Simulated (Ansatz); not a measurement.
Consider the cleavage of the In–P bond: `[CH3][InH][PH2]` + CH₃NH₂ → `C[NH][InH][CH3]` + PH₃.

Program: Ansatz. Geometries: PBE0-D4/def2-TZVP. ΔE: electronic, gas phase. CBS: MP2 limit from def2 TZ/QZ plus the TZ coupled-cluster correction, frozen cores. This one scheme is used for every species. DFT in def2-TZVPP. B3LYP here is the variant with VWN-RPA as its local correlation; programs differ in this. HSE06 is defined as in plane-wave codes. def2 core potentials past Kr. For In outer-core shells are correlated without core-valence functions, which leaves a few kJ/mol of doubt a bond. One conformer a species, not always the lowest.

`[CH3][InH][PH2]`:

```xyz
9

C     0.275   -1.091   -1.287
In   -0.777   -0.064    0.286
P     0.088    2.131    1.111
H    -0.424   -1.436   -2.051
H     1.024   -0.447   -1.747
H     0.776   -1.968   -0.870
H    -2.264   -0.652    0.948
H    -0.141    1.824    2.479
H     1.443    1.703    1.131
```

CH₃NH₂:

```xyz
7

C    -0.200    0.530   -0.047
N     0.136   -0.876   -0.198
H     0.254    1.032    0.820
H    -1.284    0.636    0.036
H     0.106    1.073   -0.944
H    -0.149   -1.400    0.619
H     1.137   -0.996   -0.287
```

`C[NH][InH][CH3]`:

```xyz
12

C    -0.337   -1.951    1.230
N     0.110   -0.998    0.244
In   -0.361    0.959    0.098
C     0.554    1.997   -1.539
H     0.489   -2.376    1.817
H    -0.890   -2.792    0.789
H    -1.013   -1.466    1.940
H     0.735   -1.408   -0.432
H    -1.435    1.484    1.332
H     1.106    1.299   -2.170
H     1.245    2.754   -1.165
H    -0.203    2.498   -2.144
```

PH₃:

Z-matrix (Å, degrees):
```
P
H 1 1.420
H 1 1.420 2 93.1
H 1 1.420 2 93.1 3 93.3
```

Task: Is it downhill or uphill in electronic energy at CCSD(T)/CBS, and by how much? (An estimate is asked.)

Result: Ansatz gave: Uphill: ΔE = +0.34 eV.

Task: What do these levels give: r2SCAN0-D4, HSE06-D4, CAM-B3LYP-D4, PBE, BLYP, r2SCAN, PBE0, B3LYP, CCSD/def2-TZVPP, CCSD(T)/def2-TZVPP, HF/def2-QZVPP, MP2/def2-QZVPP? (Best estimate.)

Result: Computed: r2SCAN0-D4 0.46, HSE06-D4 0.48, CAM-B3LYP-D4 0.33, PBE 0.44, BLYP 0.35, r2SCAN 0.42, PBE0 0.49, B3LYP 0.39, CCSD/def2-TZVPP 0.36, CCSD(T)/def2-TZVPP 0.34, HF/def2-QZVPP 0.44, MP2/def2-QZVPP 0.34 eV.

Largest T1 diagnostic among the species: 0.015.

From PBE to PBE0 (25 % exact exchange), in def2-TZVPP and without D4, ΔE moves by +0.05 eV. Leaving LDA and LC-ωPBE aside and taking each functional with its dispersion term where it has one, the values, not all of them listed here, spread over 0.16 eV, from BLYP-D4 to HSE06-D4. LDA lies −0.07 eV from PBE without D4.
